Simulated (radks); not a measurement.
All-electron atom: Ni II in [Ar] 3d9. Calculated with a radial shooting solver on a logarithmic mesh with Libxc functionals: scalar-relativistic Kohn-Sham, LDA (Slater exchange, Perdew-Wang correlation), spin-unpolarised, spherical densities, finite nucleus; Fermi nuclear charge, rms radius 3.7757 fm.

Local quantities along the radius. ELF = 1/(1 + alpha^2) is the electron localisation function; alpha = (tau - tau_W)/tau_unif compares the Pauli kinetic energy density with that of the uniform gas. tau is taken from the large components.

| r (bohr) | ELF | alpha |
|---|---|---|
| 0.00424 | 1.000 | 0.01875 |
| 0.005434 | 1.000 | 0.02030 |
| 0.006963 | 0.999 | 0.02265 |
| 0.008923 | 0.999 | 0.02620 |
| 0.01134 | 0.999 | 0.03151 |
| 0.01454 | 0.998 | 0.04030 |
| 0.01863 | 0.997 | 0.05533 |
| 0.02387 | 0.993 | 0.08296 |
| 0.03059 | 0.981 | 0.1383 |
| 0.0392 | 0.937 | 0.2592 |
| 0.05023 | 0.778 | 0.5347 |
| 0.06386 | 0.473 | 1.056 |
| 0.08183 | 0.288 | 1.572 |
| 0.1049 | 0.367 | 1.312 |
| 0.1344 | 0.631 | 0.7645 |
| 0.1722 | 0.797 | 0.5052 |
| 0.2207 | 0.788 | 0.5185 |
| 0.2828 | 0.503 | 0.9939 |
| 0.3595 | 0.200 | 2.001 |
| 0.4606 | 0.346 | 1.376 |
| 0.5903 | 0.689 | 0.6725 |
| 0.7564 | 0.770 | 0.5470 |
| 0.9694 | 0.686 | 0.6759 |
| 1.242 | 0.462 | 1.079 |
| 1.592 | 0.223 | 1.867 |
| 2.024 | 0.101 | 2.987 |
| 2.593 | 0.042 | 4.793 |
| 3.323 | 0.013 | 8.881 |
| 4.258 | 0.002 | 21.25 |

On this mesh the ELF has minima near r = 0.082, 0.36 bohr, which separate the shells, and maxima near 0.19 (0.81), 0.76 (0.77).
